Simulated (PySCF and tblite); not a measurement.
C5H7BrFN, numbered as in [H]/[N:3]=[C:2](\[CH3:1])[CH2:4]/[C:5]([F:6])=[CH:7]/[Br:8].

First level. Level: PBE0-D3(BJ)/pcSseg-1 (IEF-PCM, benzene)//GFN2-xTB, thermal terms from GFN2-xTB, symmetry numbers and mirror pairs counted. Conformers within 3 kcal/mol (GFN2-xTB free energy) were kept, 4 at most. GIAO shieldings: PBE0/pcSseg-1 (IEF-PCM, benzene). Shifts are against TMS (¹H), TMS (¹³C), CFCl3 (¹⁹F), NH3 (¹⁵N) at the same level. (PySCF 2.14, tblite 0.8.)

It gives, at 298.15 K, with 2 conformers (largest weight 79 %): ¹H: 5.67 (H7, 1H), 3.35 (H4, 2H), 2.07 (H1, 3H) ppm. ¹³C: 180.2 (C2), 174.3 (C5), 107.3 (C7), 50.6 (C4), 29.5 (C1) ppm. ¹⁹F: -93.6 (F6) ppm. ¹⁵N: 351.7 (N3) ppm.

Second level: GFN2-xTB geometries, energies r2SCAN-D3(BJ)/def2-SVP (IEF-PCM, benzene), shieldings WP04/pcSseg-1 (IEF-PCM, benzene), on up to 4 of the same conformers.

Question: How do the averaged shifts change?

Answer: 
```csv
signal,first,second,change (ppm)
H1,2.07,2.02,-0.05
H4,3.35,3.29,-0.06
H7,5.67,5.65,-0.02
C1,29.5,30.0,0.5
C2,180.2,182.0,1.8
C4,50.6,50.5,-0.1
C5,174.3,176.4,2.1
C7,107.3,113.3,6.1
```

The largest weight becomes 81 %.

Spin–orbit effects of the heavy atoms on shieldings are missing. H on N, O and S are left out: they exchange, and hydrogen bonds move them by several ppm. At a carbon that bears Br the missing effect is some 10 ppm, beside I tens of ppm. Unscaled ¹⁹F and ¹⁵N shifts at such levels can be off by tens of ppm; differences between conformers or isomers are more reliable. Shifts are unscaled: against experiment ¹³C can be off by 15 ppm or more and ¹H by 0.8 ppm.


¹⁵N shifts are against a computed isolated NH3 molecule, about 20 ppm from the liquid.